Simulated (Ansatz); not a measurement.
Geometry optimisation, RKS PBE-D4/6-31G* in Ansatz 0.2.0.

Input:

```yaml
crystal:
  periodic: [false, false, false]
  atoms:
    - { symbol: Al, position_ang: [0.112306, -0.517274, -0.514686] }
    - { symbol: Cl, position_ang: [0.148011, -0.016239, 2.87481] }
    - { symbol: Cl, position_ang: [1.914442, 0.495969, -0.909872] }
    - { symbol: H, position_ang: [-1.289507, 0.027265, -1.019964] }
    - { symbol: O, position_ang: [0.295723, -2.071643, 0.296175] }
    - { symbol: H, position_ang: [-0.517392, -2.610579, 0.358461] }
    - { symbol: H, position_ang: [0.471518, -1.189499, 2.305976] }
basis:
  gaussian: { orbitals: "6-31G*" }
hamiltonian:
  xc: pbe
  dispersion: d4
relax:
  f_tol: 0.03
  max_steps: 50
```

Command:

```bash
$ ansatz run input.yaml --threads 1 --pin off --max-ram 2048MiB --backend cpu --events-out ev --progress --plain --runs-dir out
```

Task: Where does it end, and by what steps?

Result: The forces met the threshold. After 15 steps the energy has fallen by 1.292 eV; H7 moved furthest, 1.13 Å. Parted: Cl2–H7 (1.34 → 2.71 Å). Joined: Al1–Cl2 (3.43 → 2.16 Å), O5–H7 (2.20 → 0.99 Å).

| step | energy less start (eV) | largest force component (eV/Å) | accepted |
| --- | --- | --- | --- |
| 0 | 0.0000 | 0.758 | yes |
| 1 | -0.0798 | 0.284 | yes |
| 2 | -0.1377 | 0.590 | yes |
| 3 | -0.2104 | 0.764 | yes |
| 4 | -0.2213 | 1.309 | yes |
| 5 | -0.3180 | 1.818 | yes |
| 6 | -0.5891 | 1.249 | yes |
| 7 | -0.8755 | 2.431 | yes |
| 8 | -1.1422 | 1.185 | yes |
| 9 | -1.2220 | 1.108 | yes |
| 10 | -1.2372 | 0.716 | yes |
| 11 | -1.2790 | 0.261 | yes |
| 12 | -1.2776 | 0.479 | no |
| 13 | -1.2903 | 0.056 | yes |
| 14 | -1.2913 | 0.061 | yes |
| 15 | -1.2916 | 0.012 | yes |

```xyz
7
Properties=species:S:1:pos:R:3
Al 0.134 -0.074 0.146
Cl 0.041 0.545 2.212
Cl 1.949 0.386 -0.862
H -1.224 -0.114 -0.683
O 0.322 -2.025 0.614
H -0.480 -2.535 0.367
H 0.393 -2.066 1.596
```

Run time: 48 s on 1 thread of Arm Neoverse V1, with other jobs on the host, peak memory 0.12 GiB.
